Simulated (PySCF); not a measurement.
# Rotational lines of BeIn⁺

Lines J+1 ← J of the vibrational ground state, computed from RHF-CCSD(T) constants of BeIn⁺, ¹Σ⁺ (singlet), closed shell (basis Be cc-pVDZ, In cc-pVDZ-PP with ECP28; scalar-relativistic core potentials; PySCF 2.14; masses 9.0122 and 114.9039 u), in MHz:

```tsv
J	ν (MHz)
0	12480.8
1	24960.7
2	37438.9
3	49914.4
4	62386.4
```

Task: Find B0 and the effective bond length r0; with αe = 0.00406 cm⁻¹, find Re.

Result: ν = 2B0(J+1) − 4D(J+1)³ gives B0 = 0.20816 cm⁻¹. With the reduced mass μred = 8.3567 u, r0 = √(16.8576/(μred·B0)) (u, cm⁻¹, Å) = 3.1130 Å. Be = B0 + αe/2 = 0.21019 cm⁻¹ gives Re = 3.098 Å.

Correlated steps freeze 4 core orbitals. The bond is weak. Basis-set superposition, not corrected here, can be much of De in a small basis, most of all at correlated wavefunction levels. Spin–orbit coupling is left out. For an ion De counts to the pair picked by the measured ionisation energies or electron affinities, which need not be the lowest pair at this level.
